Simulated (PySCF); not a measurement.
Si(H)(F)2(Et) (C2H6F2Si), SMILES CC[SiH](F)F.

Geometry: PBE0-D3(BJ)/def2-SVP. Other conformers were not sampled.

Two levels are set side by side: TDA-PBE/def2-SVPD (PySCF) and TDA-LC-ωPBE/def2-SVPD (PySCF). Vertical, same geometry. The lowest singlet is HOMO→LUMO 99 % with PBE and HOMO→LUMO+2 87 % with the other functional; states are paired by order. Differences are taken from unrounded values.

| quantity | TDA-PBE |
|---|---|
| lowest singlet excitation (eV) | 7.33 |
| lowest triplet excitation (TDA) (eV) | 7.10 |
| first bright state (f over 0.05) (eV) | 9.05 |
| its oscillator strength | 0.24 |

Problem. These are the TDA-PBE values. What does TDA-LC-ωPBE give? (Estimate from the structure and the level; the computed values follow.)

Solution. 
```json
[
 {"quantity": "lowest singlet excitation (eV)", "TDA-LC-ωPBE": "8.77", "TDA-PBE minus TDA-LC-ωPBE": "-1.44"},
 {"quantity": "lowest triplet excitation (TDA) (eV)", "TDA-LC-ωPBE": "8.19", "TDA-PBE minus TDA-LC-ωPBE": "-1.09"},
 {"quantity": "first bright state (f over 0.05) (eV)", "TDA-LC-ωPBE": "9.34", "TDA-PBE minus TDA-LC-ωPBE": "-0.30"},
 {"quantity": "its oscillator strength", "TDA-LC-ωPBE": "0.07", "TDA-PBE minus TDA-LC-ωPBE": "0.17"}
]
```

Functionals without exact exchange tend to place singlet excitations lower, as here. Differences between two approximate levels are no errors against the true value.

Rough cost on one machine, each run with all the roots and properties that it gave: TDA-LC-ωPBE against TDA-PBE about 3 times.
